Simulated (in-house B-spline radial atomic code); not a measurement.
## BHandHLYP excitations of the lutetium ion Lu³⁺

Method: BHandHLYP. Computed with a B-spline radial code for spherical atoms: linear response of the closed shell [Xe] 4f14 with the functional's adiabatic kernel; scalar-relativistic (spin-free one-electron X2C), finite nucleus, no spin-orbit coupling, no double excitations, S, P, D and F terms only; shells from n = 3 respond. Only terms of natural parity with L up to 3 were computed.

Spin-orbit coupling is strong here, so these LS terms don't match observed levels.

Command:
```bash
python run_td.py task.json out
```
Settings (radii: box in bohr, nucleus in fm):
```
Z                        71
electrons                68
configuration            [Xe] 4f14
hamiltonian              x2c
method                   bhandhlyp
box_radius               23.08
rms_radius               5.37
intervals                71
```

Cost of the run: 9.4 s on 1 thread of Arm Neoverse N1, on a shared host.

The lowest states, in the order of their Tamm-Dancoff energies; the method's threshold (minus the highest occupied level) is 42.83 eV. Labels give the largest channel, * marks a mixed state, and oscillator strengths are full-response dipole values. Semilocal kernels can invert the small singlet-triplet splittings of Rydberg terms. Energies in eV:

```tsv
state	full response	Tamm-Dancoff	oscillator strength
4f → 5d 3P	11.819	11.912	-
4f → 5d 3F	12.632	12.677	-
4f → 5d 1F	13.216	13.223	-
4f → 5d 1P	14.098	14.445	0.163
4f → 6s 3F	?	?	-
4f → 6s 1F	14.601	14.607	-
4f → 6p 3D	20.876	20.884	-
4f → 6p 1D	21.155	21.170	-
4f → 6d 3P	29.124	29.142	-
4f → 7s 3F	29.172	29.174	-
4f → 7s 1F	29.215	29.216	-
4f → 6d 3F	29.300	29.310	-
4f → 6d 1F	?	?	-
4f → 6d 1P	29.483	29.513	0.0115
4f → 5f 3S	30.77	30.78	-
4f → 5f 3D	30.90	30.91	-
```

Question: Where does 4f → 6d 1F lie?

Answer: At 29.420 eV in full response, 29.422 eV in Tamm-Dancoff.

Question: Where does 4f → 6s 3F lie?

Answer: At 14.448 eV in full response, 14.456 eV in Tamm-Dancoff.

Question: How large is the singlet-triplet splitting of 4f → 5d (F terms) in Tamm-Dancoff?

Answer: 0.546 eV, from the unrounded values.

Question: What polarisabilities and dispersion coefficient does the method give?

Answer: Dipole 4.344 bohr³, quadrupole 7.958 bohr⁵, C6 21.56 hartree·bohr⁶ for two such species.
